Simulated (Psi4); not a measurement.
C$_{3}$H$_{7}$ (SMILES [CH2]CC), doublet, geometry from GFN2-xTB, with bond 10-3 at 1.6 times its length; BLYP/def2-SVP (Psi4).

Input for Psi4:
```
memory 2 GB

molecule {
0 2
  C     1.27499250    0.32026291    0.11860552
  C     0.09909120   -0.44892982   -0.32203934
  C    -1.21725335    0.12393363    0.18964896
  H     2.26186932   -0.00412506   -0.14802969
  H     1.16405867    1.21680284    0.69438845
  H     0.07318936   -0.49337678   -1.42240357
  H     0.19578041   -1.49564754    0.00374116
  H    -1.22933319    0.13231363    1.27716309
  H    -2.05755413   -0.47201421   -0.15948972
  H    -1.42803602    1.75675485   -0.37404624
}

set basis def2-svp
set reference uks
set puream false

energy('blyp')
print_variables()
```

Problem. What does Psi4 print? Leave out banner, timings and long lists.

Solution. 
```
   => Loading Basis Set <=

    Name: DEF2-SVP
    Role: ORBITAL
    Keyword: BASIS

         ---------------------------------------------------------
                                   SCF
               by Justin Turney, Rob Parrish, Andy Simmonett
                          and Daniel G. A. Smith
                              UKS Reference
         ---------------------------------------------------------

  ==> Geometry <==

    Molecular point group: c1
    Full point group: C1

    Geometry (in Angstrom), charge = 0, multiplicity = 2:

       Center              X                  Y                   Z               Mass
    ------------   -----------------  -----------------  -----------------  -----------------
         C            1.255158303155     0.306584475365     0.125459620071    12.000000000000
         C            0.079257003155    -0.462608254635    -0.315185239929    12.000000000000
         C           -1.237087546845     0.110255195365     0.196503060071    12.000000000000
         H            2.242035123155    -0.017803494635    -0.141175589929     1.007825032230
         H            1.144224473155     1.203124405365     0.701242550071     1.007825032230
         H            0.053355163155    -0.507055214635    -1.415549469929     1.007825032230
         H            0.175946213155    -1.509325974635     0.010595260071     1.007825032230
         H           -1.249167386845     0.118635195365     1.284017190071     1.007825032230
         H           -2.077388326845    -0.485692644635    -0.152635619929     1.007825032230
         H           -1.447870216845     1.743076415365    -0.367192139929     1.007825032230

  Running in c1 symmetry.

  Rotational constants: A =      0.97835  B =      0.30039  C =      0.25939 [cm^-1]
  Rotational constants: A =  29330.12209  B =   9005.34653  C =   7776.33329 [MHz]
  Nuclear repulsion =   74.699861016905729

  Charge       = 0
  Multiplicity = 2
  Electrons    = 25
  Nalpha       = 13
  Nbeta        = 12

  ==> Algorithm <==

  SCF Algorithm Type is DF.
  DIIS enabled.
  MOM disabled.
  Fractional occupation disabled.
  Guess Type is SAD.
  Energy threshold   = 1.00e-06
  Density threshold  = 1.00e-06
  Integral threshold = 1.00e-12

  ==> Primary Basis <==

  Basis Set: DEF2-SVP
    Blend: DEF2-SVP
    Number of shells: 39
    Number of basis functions: 80
    Number of Cartesian functions: 80
    Spherical Harmonics?: false
    Max angular momentum: 2

  ==> DFT Potential <==

   => LibXC <=

    Version 7.1.2
    S. Lehtola, C. Steigemann, M. J. T. Oliveira, and M. A. L. Marques,  SoftwareX 7, 1–5 (2018) (10.1016/j.softx.2017.11.002)

   => Composite Functional: BLYP <=

    BLYP GGA Exchange-Correlation Functional

    P.J. Stephens et. al., J. Phys. Chem., 98, 11623-11627, 1994
    B. Miehlich et. al., Chem. Phys. Lett., 157(3), 200-206 1989

    Deriv               =              1
    GGA                 =           TRUE
    Meta                =          FALSE

    Exchange Hybrid     =          FALSE
    MP2 Hybrid          =          FALSE

   => Exchange Functionals <=

    1.0000     XC_GGA_X_B88

   => Correlation Functionals <=

    1.0000     XC_GGA_C_LYP

   => LibXC Density Thresholds  <==

    XC_GGA_C_LYP:  1.00E-14
    XC_GGA_X_B88:  1.00E-15

   => Molecular Quadrature <=

    Radial Scheme          =       TREUTLER
    Pruning Scheme         =           NONE
    Nuclear Scheme         =       TREUTLER

    Blocking Scheme        =         OCTREE
    BS radius alpha        =              1
    Pruning alpha          =              1
    Radial Points          =             75
    Spherical Points       =            302
    Total Points           =         215433
    Total Blocks           =           1653
    Max Points             =            256
    Max Functions          =             80
    Weights Tolerance      =       1.00E-15

   => Loading Basis Set <=

    Name: (DEF2-SVP AUX)
    Role: JKFIT
    Keyword: DF_BASIS_SCF

  ==> Integral Setup <==

  SCF_SUBTYPE=INCORE selected. In-core MEM_DF algorithm will be used.
  Using in-core AOs.

  ==> MemDFJK: Density-Fitted J/K Matrices <==

    J tasked:                   Yes
    K tasked:                    No
    wK tasked:                   No
    Algorithm:                 Core
    Schwarz Cutoff:           1E-12
    Mask sparsity (%):       0.1250
    Fitting Condition:        1E-10

   => Auxiliary Basis Set <=

  Basis Set: (DEF2-SVP AUX)
    Blend: DEF2-UNIVERSAL-JKFIT
    Number of shells: 117
    Number of basis functions: 407
    Number of Cartesian functions: 407
    Spherical Harmonics?: false
    Max angular momentum: 4

  Minimum eigenvalue in the overlap matrix is 2.8407497901E-03.
  Reciprocal condition number of the overlap matrix is 3.7626314967E-04.
    Using symmetric orthogonalization.

  ==> Pre-Iterations <==

  SCF Guess: Superposition of Atomic Densities via on-the-fly atomic UHF (no occupation information).

   -------------------------
    Irrep   Nso     Nmo
   -------------------------
     A         80      80
   -------------------------
    Total      80      80
   -------------------------

  ==> Iterations <==

                           Total Energy        Delta E     RMS |[F,P]|

   @DF-UKS iter SAD:  -117.60993121751747   -1.17610e+02   0.00000e+00
   @DF-UKS iter   1:  -117.62906585677497   -1.91346e-02   1.22220e-02 ADIIS/DIIS
   @DF-UKS iter   2:  -116.56262893301127    1.06644e+00   1.91656e-02 ADIIS/DIIS
   @DF-UKS iter   3:  -118.21275311460523   -1.65012e+00   1.09825e-03 ADIIS/DIIS
   @DF-UKS iter   4:  -118.21345218497160   -6.99070e-04   1.00495e-03 ADIIS/DIIS
   @DF-UKS iter   5:  -118.21674433671902   -3.29215e-03   1.80587e-04 ADIIS/DIIS
   @DF-UKS iter   6:  -118.21683039020596   -8.60535e-05   8.48588e-05 DIIS
   @DF-UKS iter   7:  -118.21685980992368   -2.94197e-05   3.09191e-05 DIIS
   @DF-UKS iter   8:  -118.21686334439086   -3.53447e-06   4.99517e-06 DIIS
   @DF-UKS iter   9:  -118.21686346737864   -1.22988e-07   1.92197e-06 DIIS
   @DF-UKS iter  10:  -118.21686349818904   -3.08104e-08   7.71108e-07 DIIS
  Energy and wave function converged.

  ==> Post-Iterations <==

   Electrons on quadrature grid:
      Nalpha   =   13.0000077011 ; deviation = 7.701e-06
      Nbeta    =   12.0000030068 ; deviation = 3.007e-06
      Ntotal   =   25.0000107080 ; deviation = 1.071e-05

   @Spin Contamination Metric:   2.933855354E-03
   @S^2 Expected:                7.500000000E-01
   @S^2 Observed:                7.529338554E-01
   @S   Expected:                5.000000000E-01
   @S   Observed:                5.000000000E-01

    Orbital Energies [Eh]
    ---------------------

    Alpha Occupied:

[...]
      13A     -0.156980

    Alpha Virtual:

[...]
      80A      5.262832

    Beta Occupied:

[...]
    Beta Virtual:

[...]
    Final Occupation by Irrep:
              A
    DOCC [    12 ]
    SOCC [     1 ]
    NA   [    13 ]
    NB   [    12 ]

  @DF-UKS Final Energy:  -118.21686349818904

   => Energetics <=

    Nuclear Repulsion Energy =             74.6998610169057287
    One-Electron Energy =                -305.0321968402889752
    Two-Electron Energy =                 130.7344014351395174
    DFT Exchange-Correlation Energy =     -18.6189291099453236
    Empirical Dispersion Energy =           0.0000000000000000
    VV10 Nonlocal Energy =                  0.0000000000000000
    Total Energy =                       -118.2168634981890420

  UHF NO Occupations:
  HONO-2 :   11  A 1.9997938
  HONO-1 :   12  A 1.9990807
  HONO-0 :   13  A 1.0000000
  LUNO+0 :   14  A 0.0009193
  LUNO+1 :   15  A 0.0002062
  LUNO+2 :   16  A 0.0001686
  LUNO+3 :   17  A 0.0001433

Computation Completed

Properties will be evaluated at   0.000000,   0.000000,   0.000000 [a0]

Properties computed using the SCF density matrix

 Multipole Moments:

 ------------------------------------------------------------------------------------
     Multipole            Electronic (a.u.)      Nuclear  (a.u.)        Total (a.u.)
 ------------------------------------------------------------------------------------

 L = 1.  Multiply by 2.5417464519 to convert [e a0] to [Debye]
 Dipole X            :          1.1381542           -1.0864005            0.0517537
 Dipole Y            :         -0.9001853            0.5108821           -0.3893031
 Dipole Z            :          0.1046157           -0.0756517            0.0289639
 Magnitude           :                                                    0.3937947

 ------------------------------------------------------------------------------------

  Variable Map:
  ----------------------------------------------------------------------------
[...]
  Array Variable Map:
  ----------------------------------------------------------------------------
[...]
[...]
```
